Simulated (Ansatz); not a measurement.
GeH10Si3 can be A, `[SiH3][GeH]([SiH3])[SiH3]`, or B, `[SiH3][SiH2][GeH2][SiH3]`.

Gas-phase electronic energies from Ansatz, PBE0-D4/def2-TZVP geometries. CCSD(T)/CBS is the MP2 limit (def2-TZVPP, def2-QZVPP) plus CCSD(T) − MP2 in def2-TZVPP, frozen cores. DFT in def2-TZVPP. B3LYP here is the variant with VWN-RPA as its local correlation; programs differ in this. For Ge outer-core shells are correlated without core-valence functions, which leaves a few kJ/mol of doubt a bond. Scalar relativity is left out up to krypton. One conformer a species, not always the lowest.

Q: Which is lower in electronic energy at CCSD(T)/CBS, and by how much? (Best estimate.)

A: The calculation gave: A, by 20.0 kJ/mol.

Q: Give E(B) − E(A) in kJ/mol with CCSD/def2-TZVPP, B3LYP-D4, PBE0-D4, B2PLYP, r2SCAN-D4, PBE-D4, LDA (SPW92). (Best estimate.)

A: Computed: CCSD/def2-TZVPP 19.1, B3LYP-D4 18.6, PBE0-D4 15.6, B2PLYP 20.0, r2SCAN-D4 17.0, PBE-D4 14.5, LDA (SPW92) 12.7. None reverses the order clearly.

Q: Does the order hold for the free energy at 298.15 K (harmonic terms from PBE0-D4)? (Estimate.)

A: The calculation gave: Yes: G(B) − G(A) = +16.9 kJ/mol, for one conformer each. Modes under 60 cm⁻¹, often nearly free rotors, make the harmonic entropy too high.

Largest T1 diagnostic: 0.013.

Leaving LDA and LC-ωPBE aside and taking each functional with its dispersion term where it has one, the values, not all of them listed here, spread over 11.3 kJ/mol, from B97M-V to ωB97M-V.
